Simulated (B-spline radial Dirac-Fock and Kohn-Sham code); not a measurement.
## Se⁸⁺: eigenvalues, ΔSCF and the reference

System: Se⁸⁺, configuration [Ar] 3d8.

The density-functional columns are spherical, spin-unpolarised Dirac-Kohn-Sham results without Breit or QED terms: −ε is minus the orbital energy of the initial state and ΔSCF the difference of two total energies. The reference in the last column comes from Dirac-Fock (average of configuration) total-energy differences with a finite nucleus, the Breit interaction including its frequency dependence, and self-energy and vacuum-polarisation corrections. All numbers are from a radial atomic solver, in eV; a selection of levels is shown. The Kohn-Sham columns are given as differences from the reference. For the 1s level of heavy atoms much of the gap between ΔSCF and the reference is the Breit and QED part, -27.3 eV here; for other levels the error of the functional can be larger.

```tsv
level	LDA −ε − DF	LDA ΔSCF − DF	Dirac-Fock
K (1s)	-194.9	+24.5	12839.9
L1 (2s)	-72.4	-30.6	1841.6
L2 (2p1/2)	-52.7	-2.9	1658.6
L3 (2p3/2)	-53.4	-4.8	1617.6
M1 (3s)	-33.4	-15.5	400.2
M2 (3p1/2)	-25.1	-7.3	335.6
M3 (3p3/2)	-25.1	-7.4	329.3
M4,5 (3d)	-15.7	+2.1	221.7
```

Values without a named source are computed, but for edge energies of neutral atoms, which are taken from tables.
